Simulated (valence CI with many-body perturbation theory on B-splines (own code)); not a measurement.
Values are calculated unless marked as measured or tabulated.
# Bi¹⁰⁺: what each term of the Hamiltonian does

Method: relativistic CI+MBPT: five valence electrons over a frozen Dirac-Fock core [Xe] 4f14, radial functions for each j: 7 s, 7 p, 8 d, 6 f, 4 g, 1 h, with the one-electron correlation potential Σ1 (screened to all orders), the two-electron term Σ2, the three-electron term Σ3, Breit, model QED; selected single and double excitations, second order for the rest, scaled by the run's own slope (own B-spline code, finite nucleus).

No measured spectrum was set against this ion. As an estimate, terms of the open shell hold to 2 to 4 % of their energy, and close levels can change places. Among the levels kept, up to 880 cm⁻¹ of a level comes from second order outside the variational space, and about a tenth of that is noise between levels of different J, which matters for small intervals. Only levels of the ground parity were solved; by the run's estimate the other parity begins above the list, which can be wrong where configurations are misplaced.

Each rung adds one term. CI alone is the Dirac-Coulomb CI over the frozen core; QED comes last and gives the full result, which names the levels. Energies are above (5d3/2^4 5d5/2) J=5/2 on the same rung, in eV.

Levels are named by their leading jj configuration (3d3/2^4 stands for four electrons in 3d with j = 3/2), which in mixed levels can hold well under half, so a name can repeat and another be missing. Letters in brackets count levels of one name in rising energy.

| Level | CI alone | Σ1 | Σ2 | Σ3 | Breit | QED | Full |
| --- | --- | --- | --- | --- | --- | --- | --- |
| (5d3/2^3 5d5/2^2) J=5/2 [a] | 2.793 | +0.0294 | -0.0598 | -0.0339 | -0.0132 | +0.0023 | 2.718 |
| (5d3/2^3 5d5/2^2) J=7/2 [a] | 4.585 | +0.0673 | -0.1256 | -0.0454 | -0.0342 | +0.0051 | 4.452 |
| (5d3/2^3 5d5/2^2) J=3/2 [a] | 4.639 | +0.0668 | +0.0036 | -0.0598 | -0.0258 | +0.0049 | 4.629 |
| (5d3/2^3 5d5/2^2) J=11/2 | 5.027 | +0.0771 | -0.1991 | -0.0433 | -0.0395 | +0.0053 | 4.828 |
| (5d3/2^3 5d5/2^2) J=9/2 | 5.400 | +0.0883 | -0.1706 | -0.0439 | -0.0439 | +0.0065 | 5.237 |
| (5d3/2^3 5d5/2^2) J=5/2 [b] | 5.382 | +0.1034 | -0.0693 | -0.0476 | -0.0501 | +0.0081 | 5.327 |
| (5d3/2^3 5d5/2^2) J=1/2 | 5.624 | +0.0949 | +0.0583 | -0.0596 | -0.0402 | +0.0072 | 5.684 |
| (5d3/2^3 5d5/2^2) J=7/2 [b] | 6.646 | +0.0979 | -0.1343 | -0.0820 | -0.0465 | +0.0072 | 6.488 |
| (5d3/2^2 5d5/2^3) J=5/2 [a] | 6.941 | +0.1364 | +0.0466 | -0.0531 | -0.0663 | +0.0109 | 7.015 |
| (5d3/2^2 5d5/2^3) J=7/2 [a] | 7.755 | +0.1582 | -0.0734 | -0.0720 | -0.0814 | +0.0128 | 7.699 |
| (5d3/2^3 5d5/2^2) J=3/2 [b] | 7.817 | +0.1233 | +0.0967 | -0.0685 | -0.0541 | +0.0094 | 7.923 |
| (5d3/2^2 5d5/2^3) J=11/2 | 8.092 | +0.1765 | -0.2073 | -0.0493 | -0.0916 | +0.0137 | 7.934 |
| (5d3/2^2 5d5/2^3) J=9/2 [a] | 8.395 | +0.1673 | -0.1309 | -0.0640 | -0.0849 | +0.0131 | 8.296 |
| (5d3/2^2 5d5/2^3) J=1/2 [a] | 8.207 | +0.1901 | +0.0478 | -0.0596 | -0.0906 | +0.0153 | 8.310 |
| (5d3/2^2 5d5/2^3) J=3/2 [a] | 8.532 | +0.1864 | +0.1582 | -0.0755 | -0.0908 | +0.0152 | 8.725 |
| (5d3/2^2 5d5/2^3) J=13/2 | 9.022 | +0.1900 | -0.2725 | -0.0543 | -0.1022 | +0.0146 | 8.797 |
| (5d3/2^2 5d5/2^3) J=5/2 [b] | 9.037 | +0.1838 | -0.0217 | -0.0725 | -0.0881 | +0.0144 | 9.053 |
| (5d3/2^2 5d5/2^3) J=9/2 [b] | 9.993 | +0.1888 | +0.0042 | -0.0905 | -0.0945 | +0.0148 | 10.016 |
| (5d3/2^2 5d5/2^3) J=7/2 [b] | 10.339 | +0.1942 | -0.1263 | -0.0887 | -0.0976 | +0.0152 | 10.236 |
| (5d3/2^2 5d5/2^3) J=5/2 [c] | 10.288 | +0.1982 | +0.0561 | -0.0843 | -0.0921 | +0.0154 | 10.382 |
| (5d3/2^2 5d5/2^3) J=3/2 [b] | 11.049 | +0.1958 | -0.0364 | -0.1663 | -0.0880 | +0.0146 | 10.969 |
| (5d3/2^2 5d5/2^3) J=7/2 [c] | 11.314 | +0.2098 | +0.0357 | -0.0934 | -0.1022 | +0.0163 | 11.380 |
| (5d3/2^2 5d5/2^3) J=1/2 [b] | 11.430 | +0.1913 | -0.0147 | -0.1210 | -0.0883 | +0.0150 | 11.412 |
| (5d3/2 5d5/2^4) J=5/2 [a] | 11.344 | +0.2757 | +0.1875 | -0.1004 | -0.1428 | +0.0233 | 11.587 |
| (5d3/2^2 5d5/2^3) J=9/2 [c] | 12.443 | +0.2322 | -0.0603 | -0.1041 | -0.1126 | +0.0178 | 12.416 |
| (5d3/2 5d5/2^4) J=7/2 [a] | 12.583 | +0.2967 | +0.1351 | -0.1104 | -0.1549 | +0.0248 | 12.774 |
| (5d3/2 5d5/2^4) J=11/2 | 13.117 | +0.3070 | +0.0368 | -0.0931 | -0.1620 | +0.0249 | 13.231 |
| (5d3/2 5d5/2^4) J=3/2 [a] | 13.237 | +0.2716 | +0.1797 | -0.1047 | -0.1355 | +0.0225 | 13.471 |
| (5d3/2 5d5/2^4) J=5/2 [b] | 14.152 | +0.2793 | +0.1708 | -0.1505 | -0.1354 | +0.0221 | 14.339 |
| (5d3/2 5d5/2^4) J=9/2 | 14.622 | +0.2762 | -0.0630 | -0.1405 | -0.1416 | +0.0224 | 14.576 |
| (5d3/2^2 5d5/2^3) J=3/2 [c] | 15.274 | +0.1956 | -0.1281 | -0.1765 | -0.0835 | +0.0145 | 15.096 |

The middle columns are the shifts that each term adds.

(1) How does the ionisation energy move along the ladder, and which term matters most?

Results:

(1) CI alone 180.79, + Σ1 182.39, + Σ2 183.92, + Σ3 183.92, + Breit 183.94, + QED 183.95 eV. The largest step is Σ1, 1.60 eV, with Σ2 about as large (1.53). NIST lists 183 ± 2.4 eV (theoretical).
